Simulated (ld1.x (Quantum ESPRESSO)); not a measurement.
The numbers below are computed, except where a source is named.
# Potentials for phosphorus compared

Generated with ld1.x 7.5 (TM, RRKJ, ultrasoft, PAW), atompaw 4.2 or ONCVPSP 4.0.1. The cutoff is in Ry: for ld1.x and atompaw files where the sum of valence levels is converged to 10 mRy in a Bessel basis, for ONCV files where the hardest occupied wave has 1 mHa per electron of residual kinetic energy. The error is the largest all-electron minus pseudo excitation energy over each file’s own four to seven test configurations (ionisations up to +4, promotions, holes and added fractions of an electron), all of which were solved. The labels leave out finer settings (local radius, basis sizes, second energies), which also bear on the numbers. Spin-polarised tests are not counted. The rows are a selection from randomly drawn settings: files with unsolved tests, undetermined cutoffs or missed reference levels are left out.

| potential | cutoff (Ry) | largest error (meV) | bound ghosts |
| --- | --- | --- | --- |
| ultrasoft, LDA (PZ), scalar-relativistic, rc 1.80/2.10/1.80 (spd), local smoothed, core correction no, reference 3s2 3p3 | 12 | +85 | none |
| TM, BP86, scalar-relativistic, rc 1.70/1.95/1.55 (spd), local d, core correction yes, reference 3s2 3p3 | 18 | +261 | none |
| PAW, LDA (PZ), non-relativistic, rc 0.80/0.80/0.85 (spd), local smoothed, core correction yes, reference 2s2 2p6 3s2 3p3 | 200 | -10 | none |
| TM, PBE, scalar-relativistic, rc 1.60/1.70/1.85 (spd), local p, core correction yes, reference 3s2 3p1 | 30 | +85 | none |
| TM, PBE, scalar-relativistic, rc 1.15/1.50/1.40 (spd), local smoothed, core correction yes, reference 3s2 3p3 | 55 | +208 | none |
| TM, PBEsol, scalar-relativistic, rc 1.65/1.45/1.35 (spd), local d, core correction no, reference 3s2 3p3 | 21 | +1322 | none |
| TM, LDA (PZ), non-relativistic, rc 1.55/1.20/1.55 (spd), local s, core correction no, reference 3s2 3p3 | 70 | +457 | none |

Fill in the row for P: ultrasoft, PBEsol, scalar-relativistic, rc 1.75/1.60/1.80 (spd), local smoothed, core correction yes, reference 3s2 3p2.

cutoff 10 Ry, largest error +46 meV, bound ghosts: none.
